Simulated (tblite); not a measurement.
Species: C₄H₆NOSi (doublet state).
Numbering: `[N:1]#[C:2][C@@H:3]1[CH2:4][CH2:5][SiH:6][O:7]1` (hydrogens: H8 on C3; H9, H10 on C4; H11, H12 on C5; H13 on Si6)

A start from a force field or distance geometry was refined with GFN2-xTB geometry optimisation, gas phase in tblite 0.8.0. Values at the start:

| coordinate | start |
| --- | --- |
| N1≡C2 | 1.166 Å |
| C2–C3 | 1.462 Å |
| C3–C4 | 1.485 Å |
| C3–O7 | 1.392 Å |
| C3–H8 | 1.096 Å |
| C4–C5 | 1.524 Å |
| C4–H9 | 1.086 Å |
| C4–H10 | 1.116 Å |
| C5–Si6 | 1.891 Å |
| C5–H11 | 1.089 Å |
| C5–H12 | 1.096 Å |
| Si6–O7 | 1.726 Å |
| Si6–H13 | 1.473 Å |
| N1–C2–C3 | 178.4° |
| C2–C3–C4 | 109.3° |
| C2–C3–O7 | 108.4° |
| C3–C4–C5 | 106.2° |
| C3–O7–Si6 | 104.6° |
| C4–C3–O7 | 109.7° |
| C4–C5–Si6 | 96.8° |
| C5–Si6–O7 | 97.5° |
| C2–C3–C4–C5 | -62° |
| C2–C3–O7–Si6 | 79° |
| C3–C4–C5–Si6 | -40° |
| C5–Si6–O7–C3 | 12° |

Task: How do these coordinates change at the GFN2-xTB level?

Result: 
| coordinate | GFN2-xTB (Å or °) | change |
| --- | --- | --- |
| Si6–O7 | 1.652 | -0.074 |
| C3–C4 | 1.542 | +0.057 |
| C5–Si6 | 1.919 | +0.028 |
| C4–H10 | 1.091 | -0.025 |
| N1≡C2 | 1.144 | -0.022 |
| C3–O7 | 1.406 | +0.014 |
| Si6–H13 | 1.459 | -0.014 |
| C2–C3 | 1.450 | -0.012 |
| C5–H12 | 1.087 | -0.009 |
| C4–H9 | 1.092 | +0.006 |
| C5–H11 | 1.093 | +0.004 |
| C4–C5 | 1.527 | +0.003 |
| C3–H8 | 1.098 | +0.002 |
| C3–O7–Si6 | 114.1 | +9.5 |
| C4–C5–Si6 | 102.0 | +5.2 |
| C5–Si6–O7 | 94.4 | -3.1 |
| C2–C3–O7 | 109.6 | +1.2 |
| N1–C2–C3 | 177.3 | -1.1 |
| C3–C4–C5 | 107.0 | +0.8 |
| C4–C3–O7 | 109.0 | -0.7 |
| C2–C3–C4 | 109.7 | +0.4 |
| C2–C3–C4–C5 | -80 | -18 |
| C2–C3–O7–Si6 | 91 | +12 |
| C3–C4–C5–Si6 | -31 | +9 |
| C5–Si6–O7–C3 | 8 | -4 |

The energy falls by 9.9 kcal/mol over 44 L-BFGS steps, the largest force on an atom goes from 2.96 to 0.009 eV/Å, and the atoms move by 0.177 Å rms after alignment. The bond that changes most is Si6–O7 (ends: silicon bonded to C, O and H; oxygen bonded to C and Si), which shortens by 0.074 Å. Bonds longer at the end by more than 0.005 Å: 4 of 13; shorter: 6. Among the dihedrals that turn most is C2–C3–C4–C5, from -62° to -80°. Rotational constants go from 3510, 2062, 1923 to 3746, 1900, 1679 MHz.

Hardware: one thread, Arm Neoverse V1 (aarch64), no GPU, on a shared host. Cost: 0.25 s of wall time.

Its GFN2-xTB frequencies are all real (lowest 83 cm⁻¹). 3 starts were optimised and ended at 0.00, 0.71 and 1.09 kcal/mol (GFN2-xTB); the lowest of these is shown.

One conformer stands for the species.

All values are computed, not measured.
